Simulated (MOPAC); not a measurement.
Job for MOPAC: PM7 on CH3ClO (a complex).

```
PM7 1SCF PRECISE CHARGE=0 THREADS=1
CH3ClO

Cl    -0.15233745 1    -0.05620710 1     0.44346865 1
H      0.14962411 1     0.49239252 1     1.58775990 1
C     -0.33707380 1     0.01202596 1     3.99942125 1
O      0.28124162 1     0.85624366 1     3.40316569 1
H     -0.40205382 1     0.02138265 1     5.10027760 1
H     -0.86219234 1    -0.80265068 1     3.47155992 1
```

Output:

```
*******************************************************************************
 **                                                                           **
 **                              MOPAC v23.2.5                                **
 **                                                                           **
 *******************************************************************************
 ** MOPAC's Digital Object Identifier: https://doi.org/10.5281/zenodo.6511958 **
 **                                                                           **
 ** Please cite the open-source release paper for use of this MOPAC version:  **
 ** J. E. Moussa and J. J. P. Stewart (2026)                                  **
 ** MOPAC: An open-source semiempirical molecular orbital program             **
 ** J. Open Source Softw., 11(119), 8025, https://doi.org/10.21105/joss.08025 **
 *******************************************************************************

                              PM7 CALCULATION RESULTS

 *******************************************************************************
 *  PM7        - The PM7 Hamiltonian to be used
 *
 *
 *
 *                 CHARGE ON SYSTEM = 0
 *
 *
 *
 *  PRECISE    - TIGHTER CRITERIA TO BE USED
 *  1SCF       - DO 1 SCF AND THEN STOP
 *  THREADS=1  - MULTI-THREADING NOT USED
 *  T=         - A TIME OF 172800.0 SECONDS REQUESTED
 *  DUMP=N     - RESTART FILE WRITTEN EVERY 7200.0 SECONDS REQUESTED
 *******************************************************************************
PM7 1SCF PRECISE CHARGE=0 THREADS=1
 CH3ClO

   ATOM   CHEMICAL          X               Y               Z
  NUMBER   SYMBOL      (ANGSTROMS)     (ANGSTROMS)     (ANGSTROMS)

     1      Cl         -0.15233745  *  -0.05620710  *   0.44346865  *
     2       H          0.14962411  *   0.49239252  *   1.58775990  *
     3       C         -0.33707380  *   0.01202596  *   3.99942125  *
     4       O          0.28124162  *   0.85624366  *   3.40316569  *
     5       H         -0.40205382  *   0.02138265  *   5.10027760  *
     6       H         -0.86219234  *  -0.80265068  *   3.47155992  *



          CARTESIAN COORDINATES

    NO.       ATOM           X           Y           Z

     1        Cl         -0.1523     -0.0562      0.4435
     2         H          0.1496      0.4924      1.5878
     3         C         -0.3371      0.0120      3.9994
     4         O          0.2812      0.8562      3.4032
     5         H         -0.4021      0.0214      5.1003
     6         H         -0.8622     -0.8027      3.4716

 General Reference for PM7:
 "Optimization of Parameters for Semiempirical Methods VI: More Modifications to the
 NDDO Approximations and Re-optimization of Parameters", J. J. P. Stewart, J. Mol. Mod., 1:32, 19 (2013)
 https://link.springer.com/article/10.1007/s00894-012-1667-x

           Empirical Formula: C H3 O Cl  =     6 atoms



      MOLECULAR POINT GROUP   :   Cs


      RHF CALCULATION, NO. OF DOUBLY OCCUPIED LEVELS = 10


 -------------------------------------------------------------------------------
 PM7 1SCF PRECISE CHARGE=0 THREADS=1
 CH3ClO



     1SCF WAS SPECIFIED, SO BFGS WAS NOT USED
     SCF FIELD WAS ACHIEVED


                              PM7 CALCULATION
                                                       MOPAC v23.2.5 Linux




          FINAL HEAT OF FORMATION =        -51.02150 KCAL/MOL =    -213.47397 KJ/MOL


          COSMO AREA              =        100.25 SQUARE ANGSTROMS
          COSMO VOLUME            =         79.61 CUBIC ANGSTROMS

          IONIZATION POTENTIAL    =         11.103860 EV
          HOMO LUMO ENERGIES (EV) =        -11.104 -0.270
          NO. OF FILLED LEVELS    =         10
          MOLECULAR WEIGHT        =         66.4871         POINT GROUP:  Cs

          MOLECULAR DIMENSIONS (Angstroms)

            Atom       Atom       Distance
            H     5   Cl     1     4.66414
            H     6    O     4     2.01337
            O     4    H     5     0.00027


          SCF CALCULATIONS        =          1





   ATOM   CHEMICAL          X               Y               Z
  NUMBER   SYMBOL      (ANGSTROMS)     (ANGSTROMS)     (ANGSTROMS)

     1      Cl         -0.15233745  *  -0.05620710  *   0.44346865  *
     2       H          0.14962411  *   0.49239252  *   1.58775990  *
     3       C         -0.33707380  *   0.01202596  *   3.99942125  *
     4       O          0.28124162  *   0.85624366  *   3.40316569  *
     5       H         -0.40205382  *   0.02138265  *   5.10027760  *
     6       H         -0.86219234  *  -0.80265068  *   3.47155992  *

                             CARTESIAN COORDINATES

   1   Cl       -0.152337450    -0.056207100     0.443468650
   2    H        0.149624110     0.492392520     1.587759900
   3    C       -0.337073800     0.012025960     3.999421250
   4    O        0.281241620     0.856243660     3.403165690
   5    H       -0.402053820     0.021382650     5.100277600
   6    H       -0.862192340    -0.802650680     3.471559920


           Empirical Formula: C H3 O Cl  =     6 atoms



      MOLECULAR POINT GROUP   :   Cs


                  EIGENVALUES
 -31.97463 -25.96351 -23.64869 -17.69063 -15.79184 -14.93028 -14.51854 -11.35947
 -11.34510 -11.10386  -0.26984   2.53650   3.76526   4.24589   4.44347  70.57415
  70.74466  70.78296  71.51164  71.51343


              NET ATOMIC CHARGES AND DIPOLE CONTRIBUTIONS

  ATOM NO.   TYPE          CHARGE      No. of ELECS.   s-Pop       p-Pop       d-Pop
    1         Cl          -0.298550        7.2985     1.98069     5.31561     0.00225
    2          H           0.274538        0.7255     0.72546
    3          C           0.228519        3.7715     1.15970     2.61179
    4          O          -0.433172        6.4332     1.87384     4.55933
    5          H           0.115952        0.8840     0.88405
    6          H           0.112713        0.8873     0.88729
 DIPOLE           X         Y         Z       TOTAL
 POINT-CHG.    -1.230    -1.461     3.487     3.976
 HYBRID         0.218     0.337     0.205     0.451
 SUM           -1.012    -1.124     3.692     3.990


          ATOMIC ORBITAL ELECTRON POPULATIONS

     Atom    s        px        py        pz      x^2-y^2     xz        z^2       yz        xy
    1 Cl   1.98069   1.96270   1.87749   1.47543   0.00002   0.00027   0.00128   0.00064   0.00004
    2  H   0.72546
    3  C   1.15970   0.73534   0.84322   1.03322
    4  O   1.87384   1.36566   1.42507   1.76860
    5  H   0.88405
    6  H   0.88729

 **********************
 *                    *
 * JOB ENDED NORMALLY *
 *                    *
 **********************




 == MOPAC DONE ==
```

The run finished.

Cost: very roughly 0.03 core-seconds.
